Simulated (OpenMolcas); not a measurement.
## OpenMolcas run: neutral carbon

Input:

```
&GATEWAY
Coord
1

C 0.0 0.0 0.0
Basis=ANO-RCC-VDZP
Group=XYZ
NoMove
AngMom=0.0 0.0 0.0
AMFI
&SEWARD
Relativistic=R03O02
&RASSCF
FileOrb=start.orb
Symmetry=1
Spin=3
nActEl=2 0 0
Inactive=2 0
Ras2=0 3
CIRoot=3 3 1
SDav=3
CIMx=300
Iter=120 100
PrWF=0.3
OrbListing=Nothing
MaxOrb=0
Atom
>>> COPY $Project.JobIph JOB001
&RASSCF
FileOrb=start.orb
Symmetry=1
Spin=1
nActEl=2 0 0
Inactive=2 0
Ras2=0 3
CIRoot=6 6 1
SDav=6
CIMx=300
Iter=120 100
PrWF=0.3
OrbListing=Nothing
MaxOrb=0
Atom
>>> COPY $Project.JobIph JOB002
&RASSI
NrOfJobIphs=2 3 6
1 2 3
1 2 3 4 5 6
IphNames
JOB001
JOB002
EJob
SpinOrbit
DIPRint=1.0
SOCoupling=1000.0
Subsets=2
MEES
Property=10
'ANGMOM' 1 'ANGMOM' 2 'ANGMOM' 3 'MLTPL  1' 1 'MLTPL  1' 2 'MLTPL  1' 3
'AMFI' 1 'AMFI' 2 'AMFI' 3 'MLTPL  2' 6
SOProperty=3
'ANGMOM' 1 'ANGMOM' 2 'ANGMOM' 3
```

Launched by
```bash
OMP_NUM_THREADS=1 MOLCAS_MEM=2252 MOLCAS_PROJECT=a pymolcas a.inp > a.log  # once for each step of the input, in one work folder
```

A driver script runs the steps one by one and writes start.orb anew before each from the orbitals found so far.

Output, cut to the results:

```
--- SEWARD ---
Basis set label: C.ANO-RCC...3S2P1D.

      Electronic valence basis set:
      ------------------
      Associated Effective Charge   6.000000 au
      Associated Actual Charge      6.000000 au
      Nuclear Model: Point charge

      Shell  nPrim  nBasis  Cartesian Spherical Contaminant
         s      14       3        X
         p       9       2        X
         d       4       1                 X
Relativistic=R03O02
                  Relativistic Douglas-Kroll-Hess integrals:
                    - DKH order of Hamiltonian: 3
                    - DKH order of Properties : 2
--- RASSCF ---
Wave function specifications:
      -----------------------------

      Number of closed shell electrons           4
      Number of electrons in active shells       2
      Max number of holes in RAS1 space          0
      Max nr of electrons in RAS3 space          0
      Number of inactive orbitals                2
      Number of active orbitals                  3
      Number of secondary orbitals               9
      Spin quantum number                      1.0
      State symmetry                             1
Orbital specifications:
      -----------------------

      Symmetry species                           1   2
                                                ag  au
      Frozen orbitals                            0   0
      Inactive orbitals                          2   0
      Active orbitals                            0   3
      RAS1 orbitals                              0   0
      RAS2 orbitals                              0   3
      RAS3 orbitals                              0   0
      Secondary orbitals                         6   3
      Deleted orbitals                           0   0
      Number of basis functions                  8   6
      Number of CSFs                             3
      Number of root(s) required                 3
      Iter CI   SX   CI       RASSCF       Energy    max ROT     max BLB   max BLB  Level Ln srch  Step   QN
          iter iter root      energy       change     param      element    value   shift minimum  type update
 Nr of preliminary CI iterations:   1
        1   1    4    0   -37.69710277    0.00E+00   6.02E-02    2   3 1 -7.31E-02*  0.00   0.00    SX    NO
        2   1    4    0   -37.70270715   -5.60E-03* -1.72E-02    2   3 1  1.24E-02*  0.00   0.00    SX    NO
        3   1    4    0   -37.70310036   -3.93E-04*  3.40E-03    2   3 1 -5.20E-03*  0.00   0.00    SX    NO
        4   1    3    0   -37.70312240   -2.20E-05* -1.04E-03    2   3 1  5.47E-04*  0.00   0.00    SX    NO
        5   1    3    0   -37.70312375   -1.35E-06*  1.46E-04    2   3 1 -3.50E-04*  0.00   0.82    QN   YES
        6   1    3    0   -37.70312384   -8.67E-08*  2.47E-05    2   3 1 -5.43E-05   0.00   1.06    QN   YES
        7   1    3    0   -37.70312384   -1.74E-09   5.69E-06    2   3 1 -8.88E-06   0.00   1.24    QN   YES
      Convergence after  7 iterations
        8   1    3    0   -37.70312384   -9.07E-11   5.69E-06    2   3 1  1.24E-07   0.00   1.24    QN   YES
      Natural orbitals and occupation numbers for root  1
      sym 2:   1.000000   1.000000   0.000000
      Natural orbitals and occupation numbers for root  2
      sym 2:   0.000000   1.000000   1.000000
      Natural orbitals and occupation numbers for root  3
      sym 2:   1.000000   0.000000   1.000000
::    RASSCF root number  1 Total energy:    -37.70312384
::    RASSCF root number  2 Total energy:    -37.70312384
::    RASSCF root number  3 Total energy:    -37.70312384
--- RASSCF ---
Wave function specifications:
      -----------------------------

      Number of closed shell electrons           4
      Number of electrons in active shells       2
      Max number of holes in RAS1 space          0
      Max nr of electrons in RAS3 space          0
      Number of inactive orbitals                2
      Number of active orbitals                  3
      Number of secondary orbitals               9
      Spin quantum number                      0.0
      State symmetry                             1
Orbital specifications:
      -----------------------

      Symmetry species                           1   2
                                                ag  au
      Frozen orbitals                            0   0
      Inactive orbitals                          2   0
      Active orbitals                            0   3
      RAS1 orbitals                              0   0
...
--- RASSI ---
SPIN-FREE ENERGIES:
  (Shifted by EMIN (a.u.) =        -37.7031238396)

 SF State       Relative EMIN(au)   Rel lowest level(eV)    D:o, cm**(-1)      L_eff

     1             0.0000000000        0.0000000000              0.0000         1.0
     2             0.0000000000        0.0000000000              0.0000         1.0
     3             0.0000000000        0.0000000000              0.0000         1.0
     4             0.0584698020        1.5910443670          12832.6382         2.0
     5             0.0584698020        1.5910443670          12832.6382         2.0
     6             0.0584698020        1.5910443670          12832.6382         2.0
     7             0.0584698020        1.5910443670          12832.6382         2.0
     8             0.0584698020        1.5910443670          12832.6382         2.0
     9             0.1447111965        3.9377922632          31760.4365         0.0
     Dipole printing threshold changed to   1.00000000E+00
Eigenvalues of complex Hamiltonian:
   -----------------------------------
  (Shifted by EMIN (a.u.) =        -37.7031238396)

 SO State       Relative EMIN(au)   Rel lowest level(eV)    D:o, cm**(-1)     J-value

     1            -0.0001403202        0.0000000000              0.0000         0.0
     2            -0.0000700334        0.0019125992             15.4262         1.0
     3            -0.0000700334        0.0019125992             15.4262         0.6
     4            -0.0000700334        0.0019125992             15.4262         0.6
     5             0.0000698764        0.0057197397             46.1328         1.1
     6             0.0000698764        0.0057197397             46.1328         1.8
     7             0.0000698764        0.0057197397             46.1328         1.1
     8             0.0000698764        0.0057197397             46.1328         1.8
     9             0.0000698764        0.0057197397             46.1328         1.8
...
```

The J values that RASSI prints are effective ones from its own formula and need not be integers or half-integers; the table below assigns J from the states.

Levels above the lowest, from the spin-orbit matrix, grouped by J:

```json
{"Configuration": "2s2 2p2", "Term": "3P", "J": "0", "E (cm-1)": "0.0", "Measured (cm-1)": "0.0", "Term weight %": "100"}
{"Configuration": "2s2 2p2", "Term": "3P", "J": "1", "E (cm-1)": "15.4", "Measured (cm-1)": "16.4", "Term weight %": "100"}
{"Configuration": "2s2 2p2", "Term": "3P", "J": "2", "E (cm-1)": "46.1", "Measured (cm-1)": "43.4", "Term weight %": "100"}
{"Configuration": "2s2 2p2", "Term": "1D", "J": "2", "E (cm-1)": "12863", "Measured (cm-1)": "10193", "Term weight %": "100"}
{"Configuration": "2s2 2p2", "Term": "1S", "J": "0", "E (cm-1)": "31791", "Measured (cm-1)": "21648", "Term weight %": "100"}
```

Against the 4 measured excited levels shown (NIST Handbook of Basic Atomic Spectroscopic Data) the mean absolute deviation is 3200 cm-1; the largest miss in energy is 2s2 2p2 1S0: computed 31791, measured 21648 cm-1 (+46.9 %).

Without dynamic correlation excited terms often stand tens of per cent too high (terms of higher spin than the ground term too low), and those without a measured partner can miss by more than the paired ones. With the s shell closed, the reference lacks s² → p² mixing. Computed and measured levels are paired by configuration, term and J; levels that our copy of the source lacks, or whose pairing is in doubt (as where it misses far off the trend of its configuration), stay unpaired and out of the deviations. Only configurations of the active space appear.

The RASSCF and RASSI steps took 3.6 s on 1 thread of Intel(R) Xeon(R) Platinum 8488C (Sapphire Rapids) (shared host); the integral step is not counted.

The term weight is that of the spin-free term in the level, not the purity of its configuration.
